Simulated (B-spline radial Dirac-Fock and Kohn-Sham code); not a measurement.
# Fe: input and output of one calculation

ΔSCF core binding energies without Breit or QED terms, calculated with a B-spline atomic structure program. Keys: rel is the Hamiltonian (dirac, or spin-free x2c and nr, where L3 and M5 stand for the whole 2p and 3d shells), method is hf or an exchange,correlation pair (spin-unpolarised, also for the hole states), nuc the nuclear model, radius_factor scales its radius, rmax is the box in bohr, h the logarithmic mesh step, order the B-spline order, points the quadrature points per cell, c_factor scales the speed of light, and damp, ndamp, maxit and tol steer the iteration. The run stops when the commutator error falls below 10·tol·max(1, Z/10), or the numerical noise floor, and the energy has settled to about 1e-8 Ha; the virial ratio is −V/T.

Input (task.json):

```json
{"items": [{"Z": 26, "q": 0, "cfg": [[1, 0, 2], [2, 0, 2], [2, 1, 6], [3, 0, 2], [3, 1, 6], [3, 2, 6], [4, 0, 2]], "A": 56, "rrms": 3.7377, "do": "settings", "holes": ["K", "L3", "M5"],
  "settings": [{"rel": "dirac", "method": "hf", "nuc": "gauss", "radius_factor": 1.0, "rmax": 45.0, "h": 0.3, "order": 8, "points": 10, "c_factor": 1.0, "maxit": 60, "damp": 0.5, "ndamp": 3, "tol": 1e-08}]}]}
```

Command: `python xray2_run.py task.json out`

Ground-state iterations:

```
iter   energy (Ha)        error
   1    -1258.33826014  9.61e-01
   2    -1264.65572122  6.28e-01
   3    -1270.78018576  1.73e-01
   4    -1271.32035546  6.20e-02
   5    -1271.38272911  1.52e-02
   6    -1271.38833446  1.55e-02
   7    -1271.39172031  3.25e-03
   8    -1271.39202948  9.98e-04
   9    -1271.39204969  6.32e-05
  10    -1271.39204991  8.95e-06
  11    -1271.39204992  9.60e-07
  12    -1271.39204992  7.67e-08
```

The ground state converged in 12 iterations, with total energy -1271.39205 Ha, virial ratio 1.98564 and highest orbital energy -7.18 eV. ΔSCF binding energies: K (1s) 7135.5 eV, L3 (2p3/2) 722.9 eV. Holes are computed only in closed shells, and unreliable hole states are left out.
